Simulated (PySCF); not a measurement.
Geometry (Å), atoms numbered from 1 in this order:
```xyz
13

C    -0.276    1.444    0.191
N    -0.044    0.025    0.273
C    -1.243   -0.773    0.275
Si    1.486   -0.664   -0.170
H    -0.758    1.754   -0.759
H    -0.935    1.780    1.014
H     0.670    1.999    0.281
H    -1.827   -0.685   -0.665
H    -1.002   -1.838    0.417
H    -1.912   -0.474    1.103
H     1.590   -2.012    0.466
H     1.710   -0.853   -1.647
H     2.561    0.247    0.328
```

[PySCF 2.14: shieldings: GIAO B3LYP/pcSseg-2; geometry: PBE0-D3(BJ)/def2-SVP; one averaged value for each set of equivalent atoms; a single conformation; gas phase; relativity neglected]

Scale: ¹³C (σref 179.19) and ¹H (σref 31.39) and ²⁹Si (σref 324.61) against TMS; ¹⁵N (σref 258.52) against NH3 (reference shieldings calculated alike).

| atoms | nucleus | count | δ (ppm) |
| --- | --- | --- | --- |
| Si4 | ²⁹Si | 1 | -48.3 |
| H11/H12/H13 | ¹H | 3 | ? |
| H5/H6/H7/H8/H9/H10 | ¹H | 6 | 2.59 |
| N2 | ¹⁵N | 1 | 12.4 |
| C1/C3 | ¹³C | 2 | ? |

**Question.** Fill in the missing shifts.

**Answer.** 
- C1/C3: 42.4 ppm, methyl carbon bonded to N; the inductive effect lowers its shielding
- H11/H12/H13: 4.63 ppm, hydrogen on a silicon bonded to N

Shifts are as computed. Against solution values, carbons near 30 ppm lie about +3 ppm off and those near 130 ppm about +8 ppm. Of 1211 compounds with measured shifts, 218 miss one by over three times the rms of a fit or turn the order of signals round; such compounds aren't used in these exercises. Experimental scales use liquid or dissolved standards, which lie at an offset from isolated NH3 (liquid NH3: subtract about 20 ppm).
